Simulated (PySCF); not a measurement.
Zn (zinc, neutral) across methods

[Ar] 3d10 4s1 4p1, high-spin 3P determinant (an excited configuration). Computed with PySCF 2.14 in x2c-TZVPPall with one added diffuse shell each of s, p, d, f type (7s6p5d3f1g, 80 functions), with the spin-free X2C one-electron Hamiltonian (Gaussian nucleus).

```tsv
method	E (hartree)	mean ε 3d α (eV)	mean ε 4s α (eV)	mean ε 4p α (eV)	Σ⟨r²⟩ (bohr²)	⟨S²⟩
UHF	-1794.15408	-22.483	-10.988	-5.264	40.03	2.002
PBE0	-1795.506	-14.851	-8.723	-3.286	39.22	2.002
PBEsol	-1794.062	-12.127	-7.829	-2.511	39.24	2.002
PW91	-1795.930	-12.192	-7.867	-2.564	39.26	2.002
r2SCAN	-1795.731	-12.317	-8.071	-2.735	38.73	2.003
revPBE	-1795.663	-12.024	-7.724	-2.522	39.40	2.002
LDA	-1792.747	-12.455	-8.010	-2.557	39.33	2.002
wB97M-V	-1795.605	-17.391	-10.903	-4.924	39.27	2.001
```

Q: Estimate the same row for PBE.

A: E (hartree) = -1795.502; mean ε 3d α (eV) = -12.123; mean ε 4s α (eV) = -7.795; mean ε 4p α (eV) = -2.533; Σ⟨r²⟩ (bohr²) = 39.42; ⟨S²⟩ = 2.002.
